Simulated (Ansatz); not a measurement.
CrF2⁺, relaxed as a quartet with UKS B3LYP-D4/def2-TZVP in Ansatz, starting from the B3LYP-D4/def2-TZVP geometry of the neutral quintet. Force threshold 0.02 eV/Å.

Start:

Cartesian coordinates in Å:
```
Cr -0.203 0.219 -0.308
F -0.947 -1.373 -0.053
F 1.150 1.154 0.361
```

Q: Estimate the energy that the relaxation releases and the steps that it takes.

A: 27.0 kJ/mol, in 6 steps; 33 s on 2 threads of Arm Neoverse V2 on a shared host. No frequencies were taken in this run, so the end may be a saddle point.

Q: Does the start keep its bonding and symmetry?

A: By distances, no bond broke or formed. The bond that changes most is Cr1–F3, from 1.78 to 1.68 Å (atoms count from 1). Point group C2v at the start, C2v at the end, both within 0.05 Å.

Q: Predict the relaxed structure.

A: 
Cartesian coordinates in Å:
```
Cr -0.216 0.233 -0.328
F -0.865 -1.289 -0.028
F 1.081 1.056 0.356
```
Bond lengths: 2 × Cr–F 1.68 Å.
